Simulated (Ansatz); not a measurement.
`[Br][Au]`, relaxed with RKS PBE0-D4/def2-TZVP in the Gaussian-basis code of Ansatz from a PBE-D4/def2-SVP geometry. The force threshold is 0.005 eV/Å; the program also tests the step.

Total charge 0; spin multiplicity 1. Au: def2 effective core potential.

Start:

```xyz
2

Br   -0.368    0.911   -0.670
Au    0.368   -0.911    0.670
```

How much energy does the relaxation release, and in how many steps? (Best estimate.)

Computed: 0.46 kJ/mol, in 2 steps.

Which bonds change most? (An estimate is asked.)

The calculation gave: Br1–Au2 from 2.378 to 2.350 Å.

Give the relaxed structure. (Best estimate.)

The calculation gave: 
```xyz
2

Br   -0.364    0.900   -0.662
Au    0.364   -0.900    0.662
```
